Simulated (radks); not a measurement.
Spherical jellium clusters: N electrons in a uniform positive sphere of charge N and radius rs N^(1/3), rs = 5.89 bohr. Calculated with a radial shooting solver with Libxc functionals: non-relativistic Kohn-Sham, LDA (Slater exchange, Perdew-Wang correlation), spin-polarised, spherical densities. Levels are named by radial order and angular momentum (1s, 1p, 1d, 2s, ...), and open shells are averaged over m.

N = 2, configuration 1s2. This is the lowest configuration that the search found. Occupied and some empty levels:

level,occupation,eigenvalue (eV),<r> (bohr)
1s,2,-2.3473,5.559
1p,0,-1.2229,7.436
2s,0,-0.26318,12.25
1d,0,-0.15750,10.67

Energy (eV): total -3.19867, kinetic 1.7069, external -17.465, Hartree 8.8157, exchange-correlation -5.0564, background 8.8004. Static polarisability (adiabatic kernel): 561.6 bohr^3, against R^3 = 408.7 for a classical metal sphere.
